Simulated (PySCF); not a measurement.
Can point charges reproduce the dipole moment of `C=Cn1nnc(c1)C(C)=O`?

Coordinates (GFN2-xTB, Å) and charges (e) from the PBE0/pcSseg-1 density (PySCF):

| atom | x | y | z | Mulliken | IAO | Hirshfeld | ESP-fitted |
| --- | --- | --- | --- | --- | --- | --- | --- |
| C1 | 3.581 | 0.420 | -0.208 | -0.1456 | -0.3093 | -0.0895 | -0.2436 |
| C2 | 2.588 | -0.429 | -0.416 | +0.0810 | -0.0592 | +0.0045 | -0.5246 |
| N3 | 1.270 | -0.138 | -0.077 | -0.4399 | +0.0519 | +0.0523 | +0.8758 |
| C4 | 0.181 | -0.922 | -0.241 | +0.2669 | -0.0871 | +0.0015 | -0.6943 |
| C5 | -0.870 | -0.168 | 0.254 | -0.0672 | -0.0264 | -0.0100 | +0.3524 |
| C6 | -2.296 | -0.511 | 0.335 | +0.2364 | +0.3814 | +0.1557 | +0.5334 |
| C7 | -3.157 | 0.561 | 0.938 | -0.2331 | -0.4780 | -0.1273 | -0.5381 |
| O8 | -2.714 | -1.576 | -0.061 | -0.3637 | -0.4254 | -0.2474 | -0.4873 |
| N9 | -0.349 | 1.013 | 0.683 | -0.2641 | -0.1702 | -0.1078 | -0.3481 |
| N10 | 0.902 | 1.024 | 0.487 | -0.0166 | -0.1050 | -0.0557 | -0.2630 |
| H11 | 3.398 | 1.381 | 0.238 | +0.1587 | +0.1830 | +0.0542 | +0.1325 |
| H12 | 4.590 | 0.170 | -0.480 | +0.1380 | +0.1712 | +0.0625 | +0.1939 |
| H13 | 2.716 | -1.406 | -0.859 | +0.1090 | +0.1688 | +0.0675 | +0.2623 |
| H14 | 0.207 | -1.901 | -0.670 | +0.1138 | +0.1938 | +0.0802 | +0.2851 |
| H15 | -3.057 | 1.472 | 0.353 | +0.1456 | +0.1735 | +0.0541 | +0.1498 |
| H16 | -2.803 | 0.782 | 1.943 | +0.1455 | +0.1735 | +0.0541 | +0.1483 |
| H17 | -4.194 | 0.240 | 0.965 | +0.1353 | +0.1633 | +0.0510 | +0.1654 |

Question: Form Σ q r in debye for every column and set it beside the full dipole.

Answer: The full density gives (3.23, -0.80, -0.86) D, 3.43 D in size; dipole vectors point from the negative to the positive end.

| scheme | μx | μy | μz | size (D) | share of the full size (%) | angle to the full dipole (°) |
| --- | --- | --- | --- | --- | --- | --- |
| Mulliken | 2.72 | 0.01 | -0.43 | 2.75 | 80 | 15 |
| IAO | 3.69 | 0.03 | -0.58 | 3.74 | 109 | 15 |
| Hirshfeld | 2.93 | -0.01 | -0.47 | 2.97 | 86 | 14 |
| ESP-fitted | 3.24 | -0.79 | -0.87 | 3.45 | 100 | 0 |

Question: Which set comes closest?

Answer: Length of the difference vector: ESP-fitted 0.01 D, Hirshfeld 0.93 D, IAO 0.99 D, Mulliken 1.04 D. Closest: ESP-fitted. ESP charges are fitted to the potential around the molecule, whose slowest-falling term is the dipole's. The schemes that divide the density aren't constrained to reproduce the dipole.

Question: What is left for the Hirshfeld atoms' own dipoles?

Answer: The shares of the density sum to the whole, so what Σ q r misses lies in dipoles about the nuclei. The atomic dipoles sum to (3.23, -0.80, -0.86) − (2.93, -0.01, -0.47) = (0.30, -0.79, -0.39) D, 0.93 D in size.

Question: With the origin at the mean of the coordinates, (0.000, 0.001, 0.187) Å, which are the largest single terms, by size, of the Hirshfeld dipole along the direction of the full one?

Answer: O8 +2.52, C7 +2.01, C6 -1.55, C1 -1.45, H12 +1.33 D; all 17 atoms together +2.87 D. The single terms depend on the origin, their sum doesn't.

Question: Give the size of the full dipole in other units.

Answer: 3.43 D = 1.351 au = 0.715 e·Å = 11.46 × 10⁻³⁰ C·m.

Isolated species at its GFN2-xTB geometry (one conformer only).

The run behind these numbers computed NMR shieldings as well. Rough CPU time on one thread of a shared machine: about 90 s.

The values belong to the conformer `[CH2:1]=[CH:2][n:3]1[cH:4][c:5]([C:6]([CH3:7])=[O:8])[n:9][n:10]1`: C1–C2–N3–C4 180°, C4–C5–C6–C7 180°.
